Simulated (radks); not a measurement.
The numbers below are computed, except where a source is named.
Problem. The europium ion Eu+, configuration [Kr] 4d10 4f7 5s2 5p4 6s1 6p2 (not the ground configuration). Level of theory: Dirac Kohn-Sham, PBEsol, spin-unpolarised, spherical densities, point nucleus; open shells fill j = l - 1/2 first (a radial shooting solver on a logarithmic mesh with Libxc functionals). Some entries of the table are withheld. Estimate them.

orbital,occ.,eigenvalue (eV),<r> (bohr)
1s1/2,2,-48319.80,0.02232
2s1/2,2,-7945.773,0.09461
2p1/2,2,(1),0.07908
2p3/2,4,(2),0.08581
3s1/2,2,-1761.386,0.2492
3p1/2,2,-1585.961,0.2389
3p3/2,4,-1453.942,0.2518
3d3/2,4,-1150.280,0.2236
3d5/2,6,-1121.539,0.2276
4s1/2,2,-363.3901,0.5665
4p1/2,2,-295.6855,0.5797
4p3/2,4,-266.5629,0.6092
4d3/2,4,-155.1339,(3)
4d5/2,6,-149.9168,(4)
5s1/2,2,-61.5971,1.354
5p1/2,2,-42.7537,1.502
5p3/2,2,-38.5386,1.586
4f5/2,6,-20.3480,(5)
4f7/2,1,-19.7067,(6)
5d3/2,0,-13.9391,(7)
5d5/2,0,-13.5355,(8)
6s1/2,1,-12.3471,3.375
6p1/2,2,-8.3891,3.979
6p3/2,0,-7.8301,4.156
7s1/2,0,-3.5458,7.332

Solution. 
(1) 2p1/2 eigenvalue (eV): -7539.576
(2) 2p3/2 eigenvalue (eV): -6891.884
(3) 4d3/2 <r> (bohr): 0.6492
(4) 4d5/2 <r> (bohr): 0.6597
(5) 4f5/2 <r> (bohr): 0.9040
(6) 4f7/2 <r> (bohr): 0.9159
(7) 5d3/2 <r> (bohr): 2.244
(8) 5d5/2 <r> (bohr): 2.287
